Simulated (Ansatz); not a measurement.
Compare A (`O[SiH]1OCS1`) with its isomer B (`O[Si]1(S)CO1`).

Computed with Ansatz on PBE0-D4/def2-TZVP structures; ΔE is electronic, products minus reactants. CCSD(T)/CBS adds triple-zeta CCSD(T) − MP2 to the extrapolated MP2 energy (def2 sets, frozen cores). Functionals use def2-TZVPP. One conformer a species, not always the lowest.

A:

```xyz
9

O     1.5460    0.0367   -1.5872
Si    0.0472    0.1068   -0.9619
O    -0.3221   -1.0351    0.1860
C    -0.6576   -0.1731    1.2609
S    -0.3473    1.5189    0.5735
H     2.2856    0.1073   -0.9795
H    -0.8246    0.0763   -2.1491
H    -0.0183   -0.3577    2.1257
H    -1.7088   -0.2800    1.5316
```

B:

```xyz
9

O    -1.753    0.736   -0.680
Si   -0.484    0.102    0.112
S    -0.998    0.314    2.137
C     1.175   -0.098   -0.544
O     0.225   -1.270   -0.433
H    -1.784    0.622   -1.632
H     0.131   -0.296    2.536
H     2.054   -0.225    0.085
H     1.434    0.116   -1.580
```

(1) Which isomer does CCSD(T)/CBS put lower? Give the gap. (Best estimate.)

(2) Give E(B) − E(A) in kJ/mol with HF/def2-TZVPP, MP2/def2-TZVPP, B2PLYP, PBE-D4, CCSD/def2-TZVPP, ωB97M-V, PBE0-D4. (Estimate.)

Largest T1 diagnostic: 0.013.

## Answers

(1) Ansatz gave: A, by 79.1 kJ/mol.

(2) Ansatz gave: HF/def2-TZVPP 91.0, MP2/def2-TZVPP 79.9, B2PLYP 76.5, PBE-D4 72.3, CCSD/def2-TZVPP 79.3, ωB97M-V 78.3, PBE0-D4 79.9. None reverses the order clearly.

From PBE to PBE0 (25 % exact exchange), in def2-TZVPP and without D4, E(B) − E(A) moves by +7.8 kJ/mol. In def2-TZVPP, CCSD(T) changes the Hartree–Fock value by −12.6 kJ/mol (the triples alone add −0.8 kJ/mol) and MP2 by −11.1 kJ/mol.
